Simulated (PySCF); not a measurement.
**NMR parameters from quadrupole coupling constants**

Compound: C4H4ClNO.
Structure used (GFN2-xTB), in Å, numbered top down from 1:
```
atom  x, y, z in Å
N1    -1.6682    2.2126    0.3988
C2    -1.3744    1.1703    0.0372
C3    -1.0075   -0.1588   -0.3914
C4     0.2496   -0.6407    0.3437
C5     1.4704    0.0797   -0.1409
O6     1.5758    0.7906   -1.0800
Cl7    2.8755   -0.2779    0.8739
H8    -1.8456   -0.8295   -0.1859
H9    -0.8271   -0.1354   -1.4694
H10    0.1522   -0.4998    1.4219
H11    0.4048   -1.7084    0.1662
```

Computed at PBE0/pcSseg-1 (PySCF, non-relativistic):

| atom | environment | nucleus | spin I | Q (b) | CQ = χzz (MHz) | η |
| --- | --- | --- | --- | --- | --- | --- |
| N1 | nitrile nitrogen | 14N | 1 | 0.02044 | -4.729 | 0.057 |
| O6 | carbonyl oxygen | 17O | 5/2 | -0.0256 | 9.727 | 0.516 |
| Cl7 | chlorine bonded to C | 35Cl | 3/2 | -0.0817 | -63.018 | 0.288 |

Give the quadrupolar product PQ = |CQ|√(1 + η²/3), the quadrupolar frequency νQ = 3|CQ|/[2I(2I − 1)] and the Larmor frequency ν0 = |g| × 7.62259 MHz/T × B at 14.1 T, with g(14N) = 0.40376, g(17O) = −0.75752, g(35Cl) = 0.54792.

```csv
atom,PQ (MHz),νQ (MHz),ν0 (MHz),νQ/ν0
N1,4.732,7.094,43.40,0.163
O6,10.15,1.459,81.42,0.018
Cl7,63.88,31.51,58.89,0.535
```

For N1: PQ = 4.729 × 1.0005, νQ = 4.729 × 1.5000, ν0 = 3.0777 MHz/T × 14.1 T.

For Cl7 νQ isn't small against ν0, so the high-field expansions of solid-state NMR fail there at this field.

For half-integer spins with νQ below a tenth of ν0, find the second-order shift of the centre of gravity of the central transition at 14.1 and 18.8 T.

From −(3/40)(PQ/ν0)²[I(I + 1) − 3/4]/[I(2I − 1)]², which goes as 1/B² (ppm):

```json
{"site": "17O at O6", "14.1 T": "-93.2", "18.8 T": "-52.4"}
```

The couplings are those of the rigid, isolated species; surroundings and motion change them. GFN2-xTB bond lengths can be off by several hundredths of an ångström, more for odd bonds, and the gradients follow them. With a basis this small, the couplings can be 20 % off.

One conformer stands for the species.
